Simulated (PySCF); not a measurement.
This PySCF input asks for the NMR shieldings of `CC(=O)CP(C[SiH3])C1CC1`, C$_{7}$H$_{15}$OPSi; the geometry comes from PBE0-D3(BJ)/def2-SVP.

```python
import basis_set_exchange as bse
import numpy as np
from pyscf import gto, dft
from pyscf.prop import nmr

atoms = """
C     3.169182   -0.913424    0.662255
C     2.323662   -0.603627   -0.546452
O     2.284573   -1.328412   -1.512372
C     1.494700    0.658417   -0.480527
P     0.014928    0.428390    0.645264
C    -0.968795    1.918357    0.151446
Si   -0.286131    3.566070    0.765113
C    -0.849979   -0.873508   -0.296933
C    -1.974757   -1.620317    0.371345
C    -0.670408   -2.305310    0.131651
H     3.980005   -0.171937    0.747779
H     3.602063   -1.916606    0.567519
H     2.568098   -0.837539    1.582612
H     1.163391    0.911729   -1.499510
H     2.089360    1.490116   -0.068860
H    -1.109941    1.956890   -0.943247
H    -1.968496    1.791145    0.602320
H    -0.085130    3.524161    2.245186
H     1.026845    3.874292    0.118816
H    -1.240739    4.667373    0.432884
H    -0.943069   -0.700545   -1.376338
H    -2.833370   -1.894825   -0.246904
H    -2.230260   -1.349299    1.400270
H    -0.031160   -2.502921    0.997473
H    -0.600553   -3.056992   -0.658058
"""
names = dict.fromkeys(["C", "O", "P", "Si", "H"], "pcSseg-1")
basis = {el: gto.basis.parse(bse.get_basis(n, elements=[el], fmt="nwchem")) for el, n in names.items()}
mol = gto.M(atom=atoms, basis=basis, charge=0, verbose=0)
mf = dft.RKS(mol, xc="PBE0")
mf.grids.level = 2
mf.grids.alignment = dft.numint.BLKSIZE   # the property module wants whole blocks of grid points
mf.conv_tol = 1e-9
mf.kernel()

calc = nmr.RKS(mf)   # GIAO
C = mf.mo_coeff
Co = C[:, mf.mo_occ > 0]
resp = mf.gen_response(singlet=True, hermi=2)
def vind(x):   # induced exchange potential for any number of trial vectors
    d = np.einsum("pi,xij,qj->xpq", C, 2 * x.reshape(-1, C.shape[1], Co.shape[1]), Co, optimize=True)
    return np.einsum("xpq,pi,qj->xij", resp(d - d.transpose(0, 2, 1)), C, Co, optimize=True).ravel()
mo1, _ = nmr.rhf.solve_mo1(calc, with_cphf=vind)
sigma = calc.kernel(mo1)
for i, s in enumerate(sigma):   # ppm
    w = np.linalg.eigvalsh((s + s.T) / 2)
    print("%2d %-2s iso %8.1f  s11 %8.1f  s22 %8.1f  s33 %8.1f" % (i, mol.atom_pure_symbol(i), w.mean(), *w))
```

Problem. What does it print?

Solution. 
```
 0 C  iso    153.2  s11    132.0  s22    138.4  s33    189.4
 1 C  iso    -23.4  s11   -109.3  s22    -63.0  s33    102.0
 2 O  iso   -363.0  s11   -958.4  s22   -434.2  s33    303.8
 3 C  iso    133.7  s11    105.3  s22    131.4  s33    164.4
 4 P  iso    332.6  s11    290.1  s22    343.0  s33    364.7
 5 C  iso    174.7  s11    163.0  s22    169.3  s33    191.8
 6 Si iso    422.3  s11    396.2  s22    403.5  s33    467.1
 7 C  iso    169.8  s11    138.4  s22    152.7  s33    218.4
 8 C  iso    180.7  s11    150.4  s22    177.5  s33    214.0
 9 C  iso    176.9  s11    147.2  s22    174.9  s33    208.6
10 H  iso     29.2  s11     25.5  s22     28.3  s33     33.8
11 H  iso     29.5  s11     26.3  s22     27.4  s33     34.8
12 H  iso     28.6  s11     25.2  s22     29.4  s33     31.0
13 H  iso     29.1  s11     26.0  s22     28.7  s33     32.7
14 H  iso     28.4  s11     24.3  s22     29.0  s33     32.0
15 H  iso     30.5  s11     25.5  s22     29.8  s33     36.1
16 H  iso     30.4  s11     24.3  s22     29.9  s33     36.9
17 H  iso     27.4  s11     23.9  s22     25.7  s33     32.4
18 H  iso     27.5  s11     23.3  s22     27.1  s33     31.9
19 H  iso     27.2  s11     23.5  s22     24.6  s33     33.4
20 H  iso     30.9  s11     24.7  s22     28.6  s33     39.3
21 H  iso     30.6  s11     24.7  s22     25.9  s33     41.2
22 H  iso     31.1  s11     25.1  s22     28.6  s33     39.4
23 H  iso     31.1  s11     25.9  s22     28.8  s33     38.7
24 H  iso     30.5  s11     25.3  s22     25.6  s33     40.6
```

These numbers come from an equivalent density-fitted implementation of the same equations, which agrees with the script to about 0.01 ppm for H and up to a few tenths of a ppm for heavy atoms, so last digits may differ.

Size and cost of the density-fitted run: 259 basis functions, 65 s wall time on 1 thread of an Arm Neoverse V2, shared host; peak memory 1.2 GiB.
